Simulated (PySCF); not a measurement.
All values below come from PBE0-D4/def2-TZVP // PBE0-D4/def2-SVP (PySCF). Isolated molecules, 0 K electronic values unless said otherwise. One relaxed conformer stands for a flexible species; it need not be the lowest. Excitations are Tamm–Dancoff values on a coarser integration grid. The basis has no diffuse functions, so Rydberg states are missing or too high.

Reference species (SMILES): `B[C@]1(C=O)[C@H]2CC[C@@H]1CC2` (neutral, multiplicity 1).

* **T1 excitation (TDA)**: 3.51 eV
* **S1 excitation (TDA)**: 4.01 eV

Changed species: `B[C@@]12C[C@H](CC2)[C@H](C1)C=O`.

Give the shifts of the T1 excitation (TDA) and S1 excitation (TDA).

the T1 excitation (TDA) rises by 0.20 eV, to 3.71 eV; the S1 excitation (TDA) increases by 0.36 eV, to 4.37 eV.
